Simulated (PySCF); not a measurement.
Identify the unknown among the candidates.

All candidates are C6H7OPS.

* UV, strongest line: among the 8 lowest singlet transitions: S3 at 4.25 eV (292 nm, f = 0.169) [TDDFT B3LYP/def2-SVPD]
* Triplet: lowest triplet excitation (Tamm–Dancoff): 2.64 eV [TDA B3LYP/def2-SVPD]
* Polarisability: 118.4 au [B3LYP/def2-SVPD]
* 13C NMR: chemical shifts (computed TMS as zero) by class: 195.6 (1 C), 194.4 (1 C), 170.4 (1 C), 148.1 (1 C), 29.9 (1 C), 22.2 (1 C) ppm [GIAO PBE0/pcSseg-1]
* UV, first state: lowest singlet excitation: 3.30 eV (375 nm, f = 0.000) [TDDFT B3LYP/def2-SVPD]
* Dipole: 3.72 D [B3LYP/def2-SVPD]
* Rotational structure: rotational constants A, B, C: 2.306, 0.913, 0.660 GHz [GFN2-xTB]

Electronic properties: PySCF, gas phase, density fitting. Levels stand in brackets. Isolated species at its GFN2-xTB geometry (one conformer only). NMR classes are plain means over equivalent atoms (diastereotopic ones count apart unless rotation or inversion swaps them), as if these changed places fast.

**Question.** Which candidate is it?
A. `CC(=O)c1pc(C)cs1`
B. `CC(=O)c1csc(C)p1`
C. `C=Cc1pcoc1SC`

**Answer.** A. It is `CC(=O)c1pc(C)cs1`. Numbering: `[CH3:1][C:2](=[O:3])[c:4]1[p:5][c:6]([CH3:7])[cH:8][s:9]1`. 6 carbons fall into 6 classes; from least to most shielded: substituted aromatic carbon [C4] (195.6 ppm), ketone carbonyl carbon [C2] (194.4 ppm), substituted aromatic carbon [C6] (170.4 ppm), aromatic CH next to a ring sulfur [C8] (148.1 ppm), methyl carbon next to a carbonyl [C1] (29.9 ppm), benzylic-type carbon [C7] (22.2 ppm). The optimised geometry has point group Cs and is an asymmetric top.

The others, at the same levels:
- `CC(=O)c1csc(C)p1` fails: its computed 13C shifts are 196.5 (1 C), 195.1 (1 C), 166.0 (1 C), 154.1 (1 C), 33.9 (1 C), 21.7 (1 C) ppm, rotational constant A is 2.444 GHz (against 2.306 GHz) and smallest rotational constant is 0.632 GHz (against 0.660 GHz).
- `C=Cc1pcoc1SC` fails: its computed 13C shifts are 187.2 (1 C), 160.6 (1 C), 138.3 (1 C), 135.1 (1 C), 119.7 (1 C), 17.9 (1 C) ppm and rotational constant A is 1.860 GHz (against 2.306 GHz).

Each candidate is one conformer, not necessarily the lowest. Dipoles, sizes and rotational constants follow the conformer. The torsions of the flexible species, by atom-mapped SMILES:
- `[CH3:1][C:2](=[O:3])[c:4]1[p:5][c:6]([CH3:7])[cH:8][s:9]1`: C1–C2–C4–P5 0°
- `[CH3:1][C:2](=[O:3])[c:4]1[cH:5][s:6][c:7]([CH3:8])[p:9]1`: C1–C2–C4–C5 180°
- `[CH2:1]=[CH:2][c:3]1[p:4][cH:5][o:6][c:7]1[S:8][CH3:9]`: C1–C2–C3–P4 0°, O6–C7–S8–C9 0°
